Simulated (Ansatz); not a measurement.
One change: `N[SiH2][SiH](F)Br` becomes `F[SiH](F)Br`.

Ansatz, PBE0-D4/def2-TZVP geometries, multiplicity 1. Each molecule was computed in one conformer, which needn't be the lowest.

Scalar relativity is left out up to krypton.

```csv
property,`N[SiH2][SiH](F)Br`
HOMO energy (B3LYP/def2-TZVPP) / eV,-7.33
HOMO energy (PBE0/def2-TZVPP) / eV,-7.54
size of the dipole moment (PBE/def2-TZVPP) / D,2.10
HOMO–LUMO gap (PBE0/def2-TZVPP) / eV,6.79
HOMO energy (ωB97M-V/def2-TZVPP) / eV,-9.74
size of the dipole moment (B3LYP/def2-TZVPP) / D,2.21
```

Problem. What does the change do to each property? (Best estimate.)

Solution. Computed: 
| property | `F[SiH](F)Br` | shift |
| --- | --- | --- |
| HOMO energy (B3LYP/def2-TZVPP) / eV | -8.97 | -1.64 |
| HOMO energy (PBE0/def2-TZVPP) / eV | -9.25 | -1.71 |
| size of the dipole moment (PBE/def2-TZVPP) / D | 1.06 | -1.04 |
| HOMO–LUMO gap (PBE0/def2-TZVPP) / eV | 9.58 | 2.79 |
| HOMO energy (ωB97M-V/def2-TZVPP) / eV | -11.48 | -1.74 |
| size of the dipole moment (B3LYP/def2-TZVPP) / D | 1.17 | -1.04 |

With PBE0 the HOMO falls by 1.71 eV and the LUMO rises by 1.08 eV, so the gap widens by about 2.79 eV. PBE moves the HOMO by -1.73 eV and ωB97M-V by -1.74 eV. Dipoles are sizes alone; their direction can turn.

B3LYP here is the variant with VWN-RPA as its local correlation; programs differ in this.

Spin–orbit coupling is left out; it splits and shifts lone-pair levels of the heavy atoms by tenths of an eV.
